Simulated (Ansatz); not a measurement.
System: C2H6BBrO2 (charge 0, singlet). 
Structure (B3LYP-D3(BJ)/def2-TZVP (Ansatz, a quantum-chemistry and plane-wave program) minimum search):
SMILES: COB(Br)OC
```xyz
12

C      2.5118    -0.0751    -0.7059
O      1.2549    -0.2633    -1.3452
B      0.0544    -0.1685    -0.7487
Br    -0.0853     0.2639     1.1729
O     -1.0489    -0.3741    -1.4877
C     -2.3871    -0.3108    -1.0089
H      3.2776    -0.2217    -1.4645
H      2.5922     0.9321    -0.2953
H      2.6511    -0.7984     0.0984
H     -2.5545    -1.0488    -0.2236
H     -2.6134     0.6817    -0.6173
H     -3.0363    -0.5253    -1.8551
```
Charge 0, spin multiplicity 1.

Quantity: atomisation energy (electronic, to ground-state atoms), in kcal/mol. Cores are frozen in the correlated levels unless marked. Open shells are spin-unrestricted. Spin-orbit coupling is left out. The frozen core is the preceding noble-gas configuration, with the filled d and f shells of earlier blocks. No relativistic terms. The coupled-cluster limit lacks core correlation, which all-electron functionals hold. Basis-set limits of correlation are two-point, X^-3; Hartree-Fock from the larger set.

```
level                                program  atomisation energy (kcal/mol)  minus last row
----------------------------  --------------  -----------------------------  --------------
PBE-D4/def2-TZVPD             Ansatz + dftd4                         1173.7            28.6
r2SCAN-D4/def2-TZVPD          Ansatz + dftd4                         1153.2             8.1
PBE0/def2-TZVP                        Ansatz                         1145.6             0.5
r2SCANh-D4/def2-TZVPD         Ansatz + dftd4                         1145.0            -0.1
HSE06-D3(BJ)/def2-TZVPD       Ansatz + dftd3                         1150.7             5.6
B2PLYP-D3(BJ)/def2-TZVPD      Ansatz + dftd3                         1137.4            -7.7
B2PLYP/def2-TZVPD                     Ansatz                         1132.6           -12.5
SCS-MP2/cc-pVDZ                       Ansatz                         1070.9           -74.2
SCS-MP2/aug-cc-pVTZ                   Ansatz                         1138.2            -6.9
CCSD(T)/CBS(cc-pVTZ,cc-pVQZ)          Ansatz                         1145.1             0.0
```
